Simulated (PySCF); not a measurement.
Magnetisability: `CC#[C][AlH2-][CH2]F`, [C₄H₇AlF]-, charge -1

Molfile (atoms numbered from 1):
```
C4H7AlF
     RDKit          3D

 13 12  0  0  0  0  0  0  0  0999 V2000
   -3.1285    0.3038    0.4611 C   0  0  0  0  0  0  0  0  0  0  0  0
   -1.7558    0.0690    0.0185 C   0  0  0  0  0  0  0  0  0  0  0  0
   -0.6122   -0.1235   -0.3395 C   0  0  0  0  0  0  0  0  0  0  0  0
    1.2414   -0.4117   -1.0290 Al  0  0  0  0  0  4  0  0  0  0  0  0
    2.6437   -0.0222    0.4463 C   0  0  0  0  0  0  0  0  0  0  0  0
    2.7900   -0.7507    1.6532 F   0  0  0  0  0  0  0  0  0  0  0  0
   -3.4839    1.2745    0.1041 H   0  0  0  0  0  0  0  0  0  0  0  0
   -3.1856    0.2951    1.5529 H   0  0  0  0  0  0  0  0  0  0  0  0
   -3.7951   -0.4718    0.0739 H   0  0  0  0  0  0  0  0  0  0  0  0
    1.4458   -1.8707   -1.6526 H   0  0  0  0  0  0  0  0  0  0  0  0
    1.6627    0.7266   -2.0948 H   0  0  0  0  0  0  0  0  0  0  0  0
    2.5144    1.0250    0.7846 H   0  0  0  0  0  0  0  0  0  0  0  0
    3.6589   -0.0429    0.0037 H   0  0  0  0  0  0  0  0  0  0  0  0
  1  2  1  0
  2  3  3  0
  3  4  1  0
  4  5  1  0
  5  6  1  0
  1  7  1  0
  1  8  1  0
  1  9  1  0
  4 10  1  0
  4 11  1  0
  5 12  1  0
  5 13  1  0
M  CHG  1   4  -1
M  END
```

Method used: GIAO B3LYP/aug-pcSseg-1 magnetisability, rotational g tensor and spin-rotation constants, non-relativistic, gas phase (PySCF). Geometry: GFN2-xTB.

For an ion the centre-of-mass motion in the field is neglected.

How diamagnetic is it, and how anisotropic?

Isotropic -1073 × 10⁻³⁰ J/T², or -64.6 × 10⁻⁶ cm³/mol; principal values -1164, -1112, -943 × 10⁻³⁰ J/T², anisotropy 200 × 10⁻³⁰ J/T² (root of half the summed squared differences of the principal values). The susceptibility is in cgs units.

Split it along the inertial axes a, b, c into diamagnetic and paramagnetic parts about the centre of mass, with the quadrupole moment.


| axis | χ (10⁻⁶ cm³/mol) | diamagnetic (10⁻⁶ cm³/mol) | paramagnetic (10⁻⁶ cm³/mol) | summed x² of all electrons (Å²) | quadrupole Θ (D Å) |
| --- | --- | --- | --- | --- | --- |
| a | -68.3 | -359.3 | 291.1 | 279.9 | -2.45 |
| b | -65.7 | -1275.7 | 1210.0 | 63.8 | -4.77 |
| c | -59.9 | -1458.1 | 1398.3 | 20.8 | +7.23 |

Anisotropies 2χaa − χbb − χcc = -10.9 and 2χbb − χaa − χcc = -3.2 × 10⁻⁶ cm³/mol. Θ is traceless in Buckingham's convention.

And the rotational g tensor?


```csv
axis,rotational constant (GHz),g,nuclear part,electronic part
a,4.8561,-0.0785,0.5855,-0.6640
b,1.0292,-0.0172,0.5679,-0.5851
c,0.8839,-0.0201,0.5605,-0.5806
```
Asymmetric top; isotopes 27Al, 12C, 19F, 1H; no vibrational averaging.
